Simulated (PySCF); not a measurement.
Spinor energies of Sb⁵⁰⁺ (antimony, charge +50)

Start: 1s1; 1s1/2 filled at m_j = +1/2. Calculated with PySCF 2.14 in an uncontracted even-tempered set (15 s from 120 bohr⁻², ratio 2.4; 10 p from 150 bohr⁻², ratio 2.4; 3 d from 470 bohr⁻², ratio 2.6; 3 f from 700 bohr⁻², ratio 2.6): generalised Hartree-Fock with the X2C-1e Hamiltonian and a Gaussian nucleus; one run each with spin-orbit coupling (SO) switched off, then screened by Boettger's factors.

```json
{"spinor shell": "1s1/2", "electrons": "1", "ε, spin-free (eV)": "-36704.5", "ε, screened SO (eV)": "-36704.5", "weight of nominal j (screened SO)": "1.000", "rms radius, screened SO (bohr)": "0.0320"}
```

```tsv
quantity	spin-free	screened SO
E (hartree)	-1348.86634	-1348.86634
M_J	1/2	1/2
⟨J²⟩	0.750	0.750
⟨L²⟩	0.000	0.000
⟨S²⟩	0.750	0.750
```

Breit and QED terms are absent; they matter most for the inner s and p1/2 levels.

Densities and radii are taken from the X2C orbitals without a picture-change correction, which distorts them close to the nucleus.

Without spin-orbit coupling the j labels of p, d and f shells carry no meaning; the spin-free column gives the mean over the occupied spinors of each nl shell.
